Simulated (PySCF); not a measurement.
Species: C₄H₇N₂OS (doublet state).
Z-matrix (Å and degrees, GFN2-xTB geometry), rows numbered from 1:
```
C 
O   1  1.4072
C   2  1.4114  1  113.23
C   3  1.5033  2  112.45  1    72.07
N   4  1.3407  3  119.33  2  -107.67
S   5  1.6274  4  110.84  3   179.42
N   6  1.7268  5   94.09  4     0.81
C   4  1.3695  3  125.21  2    69.01
H   1  1.0882  2  106.46  3  -177.53
H   1  1.0969  2  110.89  3    63.25
H   1  1.0952  2  111.64  3   -57.94
H   3  1.0929  2  105.46  1  -168.28
H   3  1.0982  2  110.68  1   -49.76
H   7  1.0083  6  120.45  5  -150.02
H   8  1.0712  4  128.22  3    -0.30
```

The hyperfine couplings belong to this conformer and change with its torsions.

As a line formula: `N1SN[CH]C=1COC` [radical].

Level of theory: PySCF, UKS B3LYP, pcH-1 on C H N O S, non-relativistic, mean-field spin-orbit, GIAO. Isolated species at its GFN2-xTB geometry (one conformer only). A GFN2-xTB geometry isn't a minimum of the functional, and hyperfine couplings can be far from their values at a DFT geometry. The SCF solution wasn't tested for stability.

Task: Predict the first-order ENDOR lines of N7, N5, H15, H14 and H12/H13 under fast tumbling at B = 337.6 mT (X band).

Result: For S = 1/2 in fast tumbling each set of equivalent nuclei gives two lines, ν± = |νn ± a/2| to first order, with νn = g_N μN B/h and μN/h = 7.62259 MHz/T.

```
 nuclei  isotope     g_N  νn (MHz)  a_iso (MHz)  lower line (MHz)  upper line (MHz)
     N7      14N  0.4038      1.04        26.27             12.10             14.17
     N5      14N  0.4038      1.04        18.04              7.98             10.06
    H15       1H  5.5857     14.37       -23.71              2.52             26.23
    H14       1H  5.5857     14.37        21.00              3.87             24.88
H12/H13       1H  5.5857     14.37        -3.06             12.84             15.91
```

Task: Which pairs are centred on the nuclear Larmor frequency, and which on half the coupling?

Result: Centred on νn, since |a| < 2νn: H15, H14 and H12/H13. Centred on |a|/2 and split by 2νn: N7 and N5.

Task: At what field would the lower line of N5 fall to zero frequency?

Result: Where νn = |a|/2, that is B = 9.02 MHz/(0.4038 × 7.62259 MHz/T) = 2930 mT, as far as first order holds there.

Means are taken over nuclei equivalent by connectivity, which assumes that they swap fast.

On one thread of an Arm Neoverse N1, shared host with 64 logical CPUs at a one-minute load of 49, this took 2.5 min of wall time (with the writing of density and orbital grids) and 1.1 GiB of memory at its peak.
